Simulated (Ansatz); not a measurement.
Ansatz (an electronic-structure program) input (B3LYP-D3(BJ)/def2-TZVP):

Ansatz 0.2 input:
```yaml
crystal:
  periodic: [false, false, false]
  atoms:
    - {symbol: C, position_ang: [2.66238299, -0.13886979, -0.76718783]}
    - {symbol: C, position_ang: [1.21319618, 0.17449840, -0.80184822]}
    - {symbol: C, position_ang: [0.46791695, -0.27951589, 0.48565997]}
    - {symbol: C, position_ang: [-0.99851463, 0.06191026, 0.47425850]}
    - {symbol: C, position_ang: [-1.50484313, 0.97520201, 1.29910243]}
    - {symbol: C, position_ang: [-1.85432949, -0.67560632, -0.51640076]}
    - {symbol: H, position_ang: [3.37803274, 0.57184219, -0.37698489]}
    - {symbol: H, position_ang: [3.01761325, -1.13622640, -0.99071617]}
    - {symbol: H, position_ang: [0.74638322, -0.31336378, -1.66230469]}
    - {symbol: H, position_ang: [1.05561110, 1.24997552, -0.91757774]}
    - {symbol: H, position_ang: [0.59382810, -1.36220915, 0.59057988]}
    - {symbol: H, position_ang: [0.94768242, 0.18365487, 1.34930175]}
    - {symbol: H, position_ang: [-2.55826557, 1.22730333, 1.29026623]}
    - {symbol: H, position_ang: [-0.88177105, 1.49910702, 2.01370529]}
    - {symbol: H, position_ang: [-2.90390804, -0.39919113, -0.42115180]}
    - {symbol: H, position_ang: [-1.76744962, -1.75690005, -0.37287954]}
    - {symbol: H, position_ang: [-1.54260971, -0.46970427, -1.54374299]}
basis:
  gaussian:
    orbitals: def2-TZVP
hamiltonian:
  xc: b3lyp
  dispersion: d3bj
magnetization: {spin_polarized: true, initial_magnetization: 1}
phonons: {temperatures: {t_min: 298.15, t_max: 298.15, t_step: 100}}
```

Output:

```
Functional definition: B3LYP
integrals: 0.19 GiB planned
1564 factors; their error is unknown
0.35 GiB of the device are held for the grids
1.51 GiB of device memory are held for the factors and their scratch space
mean field: 1.77 GiB planned
mean field evaluation 1: about -6387.0494 eV, gradient 5.6e1 eV
mean field evaluation 2: about -6378.1498 eV, gradient 6.8e1 eV
mean field evaluation 4: about -6401.9747 eV, gradient 6.4e0 eV
mean field evaluation 8: about -6402.1583 eV, gradient 6.4e-2 eV
mean field evaluation 16: about -6402.1240 eV, gradient 8.4e-4 eV
mean field -6402.12402361 eV, -235.2737183522 hartree, gradient 3.3e-5 eV, S^2 0.753993; 0 other end points of the search recorded, 0 dependent functions left out
the calculation of the forces begins
reference -6402.12434752 eV, -235.2737302555 hartree; 24, 23 occupied and 228, 229 virtual orbitals, 1564 factors
these checks for a lower state are left out or cut short: stability, starts, cluster_reference, orbital_swaps, neighbouring_geometries, increment
integrals: 0.19 GiB planned
1564 factors; their error is unknown
0.35 GiB of the device are held for the grids
1.51 GiB of device memory are held for the factors and their scratch space
mean field: 1.77 GiB planned
mean field -6402.12392816 eV, -235.2737148444 hartree, gradient 2.8e-6 eV, S^2 0.753988; 0 other end points of the search recorded, 0 dependent functions left out
the calculation of the forces begins
reference -6402.12425205 eV, -235.2737267472 hartree; 24, 23 occupied and 228, 229 virtual orbitals, 1564 factors
these checks for a lower state are left out or cut short: stability, starts, cluster_reference, orbital_swaps, neighbouring_geometries, increment
integrals: 0.19 GiB planned
1564 factors; their error is unknown
0.35 GiB of the device are held for the grids
1.51 GiB of device memory are held for the factors and their scratch space
mean field: 1.77 GiB planned
mean field evaluation 32: about -6402.1238 eV, gradient 2.8e-6 eV
mean field -6402.12379295 eV, -235.2737098757 hartree, gradient 3.0e-6 eV, S^2 0.753999; 0 other end points of the search recorded, 0 dependent functions left out
the calculation of the forces begins
reference -6402.12411688 eV, -235.2737217796 hartree; 24, 23 occupied and 228, 229 virtual orbitals, 1564 factors
these checks for a lower state are left out or cut short: stability, starts, cluster_reference, orbital_swaps, neighbouring_geometries, increment
integrals: 0.19 GiB planned
1564 factors; their error is unknown
0.35 GiB of the device are held for the grids
1.51 GiB of device memory are held for the factors and their scratch space
mean field: 1.77 GiB planned
mean field -6402.12385244 eV, -235.2737120618 hartree, gradient 3.0e-6 eV, S^2 0.753994; 0 other end points of the search recorded, 0 dependent functions left out
the calculation of the forces begins
reference -6402.12417638 eV, -235.2737239662 hartree; 24, 23 occupied and 228, 229 virtual orbitals, 1564 factors
these checks for a lower state are left out or cut short: stability, starts, cluster_reference, orbital_swaps, neighbouring_geometries, increment
integrals: 0.19 GiB planned
1564 factors; their error is unknown
0.35 GiB of the device are held for the grids
1.51 GiB of device memory are held for the factors and their scratch space
mean field: 1.77 GiB planned
mean field -6402.12385097 eV, -235.2737120079 hartree, gradient 2.9e-6 eV, S^2 0.753993; 0 other end points of the search recorded, 0 dependent functions left out
[...]
reference -6402.12436119 eV, -235.2737307579 hartree; 24, 23 occupied and 228, 229 virtual orbitals, 1564 factors
these checks for a lower state are left out or cut short: stability, starts, cluster_reference, orbital_swaps, neighbouring_geometries, increment
integrals: 0.19 GiB planned
1564 factors; their error is unknown
0.35 GiB of the device are held for the grids
1.51 GiB of device memory are held for the factors and their scratch space
mean field: 1.77 GiB planned
mean field -6402.12389314 eV, -235.2737135574 hartree, gradient 2.9e-6 eV, S^2 0.753993; 0 other end points of the search recorded, 0 dependent functions left out
the calculation of the forces begins
reference -6402.12421700 eV, -235.2737254590 hartree; 24, 23 occupied and 228, 229 virtual orbitals, 1564 factors
these checks for a lower state are left out or cut short: stability, starts, cluster_reference, orbital_swaps, neighbouring_geometries, increment
integrals: 0.19 GiB planned
1564 factors; their error is unknown
0.35 GiB of the device are held for the grids
1.51 GiB of device memory are held for the factors and their scratch space
mean field: 1.77 GiB planned
mean field evaluation 672: about -6402.1630 eV, gradient 4.9e-4 eV
mean field -6402.12395855 eV, -235.2737159613 hartree, gradient 2.9e-6 eV, S^2 0.753993; 0 other end points of the search recorded, 0 dependent functions left out
the calculation of the forces begins
reference -6402.12428250 eV, -235.2737278662 hartree; 24, 23 occupied and 228, 229 virtual orbitals, 1564 factors
these checks for a lower state are left out or cut short: stability, starts, cluster_reference, orbital_swaps, neighbouring_geometries, increment
integrals: 0.19 GiB planned
1564 factors; their error is unknown
0.35 GiB of the device are held for the grids
1.51 GiB of device memory are held for the factors and their scratch space
mean field: 1.77 GiB planned
mean field -6402.12399506 eV, -235.2737173029 hartree, gradient 2.9e-6 eV, S^2 0.753993; 0 other end points of the search recorded, 0 dependent functions left out
the calculation of the forces begins
reference -6402.12431896 eV, -235.2737292059 hartree; 24, 23 occupied and 228, 229 virtual orbitals, 1564 factors
these checks for a lower state are left out or cut short: stability, starts, cluster_reference, orbital_swaps, neighbouring_geometries, increment
integrals: 0.19 GiB planned
1564 factors; their error is unknown
0.35 GiB of the device are held for the grids
1.51 GiB of device memory are held for the factors and their scratch space
mean field: 1.77 GiB planned
mean field -6402.12401988 eV, -235.2737182149 hartree, gradient 2.9e-6 eV, S^2 0.753993; 0 other end points of the search recorded, 0 dependent functions left out
the calculation of the forces begins
reference -6402.12434379 eV, -235.2737301184 hartree; 24, 23 occupied and 228, 229 virtual orbitals, 1564 factors
these checks for a lower state are left out or cut short: stability, starts, cluster_reference, orbital_swaps, neighbouring_geometries, increment
integrals: 0.19 GiB planned
1564 factors; their error is unknown
0.35 GiB of the device are held for the grids
1.51 GiB of device memory are held for the factors and their scratch space
mean field: 1.77 GiB planned
mean field -6402.12396952 eV, -235.2737163643 hartree, gradient 2.9e-6 eV, S^2 0.753993; 0 other end points of the search recorded, 0 dependent functions left out
the calculation of the forces begins
reference -6402.12429342 eV, -235.2737282675 hartree; 24, 23 occupied and 228, 229 virtual orbitals, 1564 factors
these checks for a lower state are left out or cut short: stability, starts, cluster_reference, orbital_swaps, neighbouring_geometries, increment
integrals: 0.19 GiB planned
1564 factors; their error is unknown
0.35 GiB of the device are held for the grids
1.51 GiB of device memory are held for the factors and their scratch space
mean field: 1.77 GiB planned
mean field evaluation 704: about -6402.1240 eV, gradient 2.7e-6 eV
mean field -6402.12403354 eV, -235.2737187170 hartree, gradient 2.9e-6 eV, S^2 0.753993; 0 other end points of the search recorded, 0 dependent functions left out
the calculation of the forces begins
reference -6402.12435745 eV, -235.2737306204 hartree; 24, 23 occupied and 228, 229 virtual orbitals, 1564 factors
these checks for a lower state are left out or cut short: stability, starts, cluster_reference, orbital_swaps, neighbouring_geometries, increment
integrals: 0.19 GiB planned
1564 factors; their error is unknown
0.35 GiB of the device are held for the grids
1.51 GiB of device memory are held for the factors and their scratch space
mean field: 1.77 GiB planned
mean field -6402.12399367 eV, -235.2737172519 hartree, gradient 2.9e-6 eV, S^2 0.753993; 0 other end points of the search recorded, 0 dependent functions left out
the calculation of the forces begins
reference -6402.12431758 eV, -235.2737291552 hartree; 24, 23 occupied and 228, 229 virtual orbitals, 1564 factors
these checks for a lower state are left out or cut short: stability, starts, cluster_reference, orbital_swaps, neighbouring_geometries, increment
integrals: 0.19 GiB planned
1564 factors; their error is unknown
0.35 GiB of the device are held for the grids
1.51 GiB of device memory are held for the factors and their scratch space
mean field: 1.77 GiB planned
mean field -6402.12401878 eV, -235.2737181748 hartree, gradient 2.9e-6 eV, S^2 0.753993; 0 other end points of the search recorded, 0 dependent functions left out
the calculation of the forces begins
reference -6402.12434269 eV, -235.2737300780 hartree; 24, 23 occupied and 228, 229 virtual orbitals, 1564 factors
these checks for a lower state are left out or cut short: stability, starts, cluster_reference, orbital_swaps, neighbouring_geometries, increment
integrals: 0.19 GiB planned
1564 factors; their error is unknown
0.35 GiB of the device are held for the grids
1.51 GiB of device memory are held for the factors and their scratch space
mean field: 1.77 GiB planned
mean field -6402.12390012 eV, -235.2737138140 hartree, gradient 2.9e-6 eV, S^2 0.753993; 0 other end points of the search recorded, 0 dependent functions left out
the calculation of the forces begins
reference -6402.12422399 eV, -235.2737257161 hartree; 24, 23 occupied and 228, 229 virtual orbitals, 1564 factors
these checks for a lower state are left out or cut short: stability, starts, cluster_reference, orbital_swaps, neighbouring_geometries, increment
integrals: 0.19 GiB planned
1564 factors; their error is unknown
0.35 GiB of the device are held for the grids
1.51 GiB of device memory are held for the factors and their scratch space
mean field: 1.77 GiB planned
mean field -6402.12396675 eV, -235.2737162625 hartree, gradient 2.9e-6 eV, S^2 0.753993; 0 other end points of the search recorded, 0 dependent functions left out
the calculation of the forces begins
reference -6402.12429068 eV, -235.2737281670 hartree; 24, 23 occupied and 228, 229 virtual orbitals, 1564 factors
Total energy: -6402.73784250 eV, -235.2962757803 hartree
Atom 0 at     2.662383    -0.138870    -0.767188 Å, force     0.000072     0.000049    -0.000204 eV/Å
Atom 1 at     1.213196     0.174498    -0.801848 Å, force    -0.000219    -0.000260     0.000281 eV/Å
Atom 2 at     0.467917    -0.279516     0.485660 Å, force     0.000073     0.000043    -0.000025 eV/Å
Atom 3 at    -0.998515     0.061910     0.474258 Å, force    -0.000326    -0.000168    -0.000733 eV/Å
Atom 4 at    -1.504843     0.975202     1.299102 Å, force    -0.000103     0.000575     0.000134 eV/Å
Atom 5 at    -1.854329    -0.675606    -0.516401 Å, force    -0.000120    -0.000405     0.000483 eV/Å
Atom 6 at     3.378033     0.571842    -0.376985 Å, force    -0.000122    -0.000327    -0.000123 eV/Å
Atom 7 at     3.017613    -1.136226    -0.990716 Å, force    -0.000024     0.000171     0.000089 eV/Å
Atom 8 at     0.746383    -0.313364    -1.662305 Å, force     0.000307     0.000176     0.000008 eV/Å
Atom 9 at     1.055611     1.249976    -0.917578 Å, force     0.000093    -0.000042     0.000032 eV/Å
Atom 10 at     0.593828    -1.362209     0.590580 Å, force     0.000265    -0.000002     0.000063 eV/Å
Atom 11 at     0.947682     0.183655     1.349302 Å, force     0.000031     0.000032    -0.000172 eV/Å
Atom 12 at    -2.558266     1.227303     1.290266 Å, force    -0.000038    -0.000067    -0.000167 eV/Å
Atom 13 at    -0.881771     1.499107     2.013705 Å, force    -0.000078    -0.000189     0.000121 eV/Å
Atom 14 at    -2.903908    -0.399191    -0.421152 Å, force    -0.000077    -0.000013     0.000063 eV/Å
Atom 15 at    -1.767450    -1.756900    -0.372880 Å, force     0.000086    -0.000034    -0.000134 eV/Å
Atom 16 at    -1.542610    -0.469704    -1.543743 Å, force     0.000179     0.000461     0.000284 eV/Å
Dipole moment:    -0.020799    -0.067999    -0.041616 e Å
Vibrations: 57.15 74.28 98.31 186.30 198.15 312.10 401.80 444.23 534.36 551.19 719.13 749.29 836.19 873.17 926.25 958.13 991.62 1016.06 1062.08 1081.31 1120.45 1243.44 1276.98 1304.67 1325.24 1342.09 1413.61 1449.06 1467.48 1477.36 1488.33 1497.90 1500.00 1710.66 3013.77 3021.83 3022.84 3055.50 3065.14 3080.67 3109.07 3134.28 3141.92 3212.34 3240.03 cm⁻¹, zero-point energy 4.078197 eV
```

It need not be the lowest isomer of its formula.
